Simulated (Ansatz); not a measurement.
Mulliken charges of C$_{2}$H$_{5}$BS, SMILES `BC(C)=S` from PBE/def2-TZVPP in Ansatz (PBE0-D4/def2-TZVP geometry).

| atom | x (Å) | y (Å) | z (Å) | charge (e) |
| --- | --- | --- | --- | --- |
| B1 | -0.399 | 1.195 | -0.856 | -0.178 |
| C2 | 0.069 | -0.140 | -0.274 | 0.147 |
| C3 | 0.296 | -0.883 | 0.967 | -0.231 |
| S4 | 0.285 | -0.569 | -1.833 | -0.091 |
| H5 | -1.571 | 1.381 | -1.012 | 0.013 |
| H6 | 0.384 | 2.098 | -0.939 | 0.013 |
| H7 | -0.642 | -0.916 | 1.533 | 0.116 |
| H8 | 0.996 | -0.318 | 1.592 | 0.116 |
| H9 | 0.670 | -1.894 | 0.805 | 0.096 |

Task: By hand: the dipole of these point charges (1 e Å = 4.8032 D).

Result: Σ q r = (0.077, -0.257, 0.470) e Å, of length 0.541 e Å = 2.60 D.

Task: How does the dipole of the full density compare? (Best estimate.)

Result: Computed: (0.112, -0.349, 0.416) e Å, 2.66 D; the point charges give 0.98 times that, at 12° from its direction.

Point charges leave out the atoms' own dipoles, such as those of lone pairs, and Mulliken's split depends on the basis, so the close match here is no proof of good charges.
